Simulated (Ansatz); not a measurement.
Geometry optimisation, RKS PBE0/def2-SVPD (Ansatz 0.2.0).

The input (input.yaml):

```yaml
crystal:
  periodic: [false, false, false]
  atoms:
    - { symbol: Si, position_ang: [-0.6981, 0.18, 0.2497] }
    - { symbol: Br, position_ang: [1.7099, 0.9375, -0.7079] }
    - { symbol: S, position_ang: [-0.1328, -1.8055, 0.1526] }
    - { symbol: H, position_ang: [1.3535, -1.0051, -0.4399] }
    - { symbol: H, position_ang: [-1.5628, 0.7735, -0.7529] }
    - { symbol: H, position_ang: [-0.6698, 0.9195, 1.4984] }
basis:
  gaussian: { orbitals: def2-SVPD }
hamiltonian:
  xc: pbe0
relax:
  f_tol: 0.15
  max_steps: 25
  restrain:
    - { distance: [3, 1], at: 2.81, k: 30.0 }
    - { distance: [0, 1], at: 2.31, k: 30.0 }
    - { distance: [3, 2], at: 1.36, k: 30.0 }
```

Run as:

```bash
$ ansatz run input.yaml --threads 2 --pin off --max-ram 3072MiB --backend cpu --events-out ev --progress --plain --runs-dir out
```

**Question.** Where does it end, and by what steps?

**Answer.** The forces met the threshold. The restraints hold the end off the free minimum. After 5 steps the energy has fallen by 1.933 eV (the restraints' own energy left out); H4 moved furthest, 0.53 Å. Joined: S3–H4 (1.79 → 1.36 Å).

| step | energy less start (eV) | largest force component (eV/Å) | accepted |
| --- | --- | --- | --- |
| 0 | 0.0000 | 2.281 | yes |
| 1 | -0.8160 | 2.350 | yes |
| 2 | -1.6455 | 1.545 | yes |
| 3 | -1.9209 | 0.655 | yes |
| 4 | -1.9174 | 0.610 | yes |
| 5 | -1.9329 | 0.582 | yes |

```xyz
6
Properties=species:S:1:pos:R:3
Si -0.432 0.353 0.142
Br 1.496 1.285 -0.659
S -0.056 -1.761 0.127
H 1.187 -1.498 -0.350
H -1.539 0.739 -0.772
H -0.656 0.883 1.512
```

Time of the run: 22 s on 2 threads of Intel(R) Xeon(R) Platinum 8259CL CPU @ 2.50GHz (Skylake/Cascade Lake), on a shared host, peak memory 0.29 GiB.
